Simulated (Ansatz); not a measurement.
Consider the atomization: `[SiH3]/N=C\[SeH]` → C• + 5 H• + N• + Se• + Si•.

Calculated with Ansatz (gas phase, PBE0-D4/def2-TZVP geometries, no zero-point term in ΔE). CCSD(T)/CBS adds triple-zeta CCSD(T) − MP2 to the extrapolated MP2 energy (def2 sets, frozen cores). This one scheme is used for every species, atoms too. DFT in def2-TZVPP. B3LYP here is the variant with VWN-RPA as its local correlation; programs differ in this. Open shells (•) are unrestricted, without spin–orbit coupling. Spin–orbit coupling would lower the free atoms: a little for C, Si; clearly for Se. Bonds to Se are less sure, by a few kJ/mol each and by 10 to 20 or more in all where they break to atoms, as the def2 sets lack core-valence functions. Scalar relativity is left out up to krypton. Each species was taken in one conformer, which may not be the lowest.

CCSD(T)/CBS gives +30.60 eV.

Q: Another level gave +30.75 eV. Which?
A. PBE-D4/def2-TZVPP
B. B3LYP/def2-TZVPP
C. B3LYP-D4/def2-TZVPP
D. CCSD/def2-TZVPP

A: C. B3LYP-D4 30.75, CCSD/def2-TZVPP 29.05, PBE-D4 31.27, B3LYP 30.39 eV.

Largest T1 diagnostic among the species: 0.013.

The D4 term adds +0.35 eV with B3LYP and +0.18 eV with PBE0; it sums over pairs of atoms, weighted by their polarisabilities, and B3LYP, whose exchange is more repulsive, gets the larger term. In def2-TZVPP, CCSD(T) changes the Hartree–Fock value by +8.71 eV (the triples alone add +0.59 eV) and MP2 by +9.01 eV; breaking electron pairs costs correlation energy, which Hartree–Fock lacks. From PBE to PBE0 (25 % exact exchange), in def2-TZVPP and without D4, ΔE moves by −0.72 eV: exact exchange takes away binding that semilocal exchange gives to molecules.

For atomizations the MP2-based limit and the directly extrapolated one differ by several kJ/mol either way, and by 10 to 25 for some Ge, Se and Sn compounds, so smaller differences from it don't rank the levels.
